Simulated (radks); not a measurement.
Results of a calculation; reference values are marked as such.
All-electron atom: Ta II in [Xe] 4f14 5d3 6s1 (the NIST ground configuration). Code: a radial shooting solver on a logarithmic mesh with Libxc functionals. Model: scalar-relativistic Kohn-Sham, PBEsol, spin-unpolarised, spherical densities, finite nucleus; Fermi nuclear charge, rms radius 5.3507 fm. Some entries of the table are withheld. Estimate them.

orbital  occ.  eigenvalue (eV)  r(max) (bohr)
1s          2              (1)        0.01168
2s          2        -11574.82        0.06688
2p          6              (2)        0.05477
3s          2        -2656.963         0.1887
3p          6        -2232.443         0.1866
3d         10              (3)         0.1519
4s          2        -547.1122         0.4289
4p          6        -407.7860         0.4496
4d         10        -229.2661         0.4615
5s          2         -80.2249         0.9883
5p          6         -46.6616          1.124
4f         14         -31.9606         0.4410
6s          1         -11.6565          2.664
5d          3         -10.5343          1.570

Answer. 
(1) 1s eigenvalue (eV): -67328.74
(2) 2p eigenvalue (eV): -10148.15
(3) 3d eigenvalue (eV): -1736.112
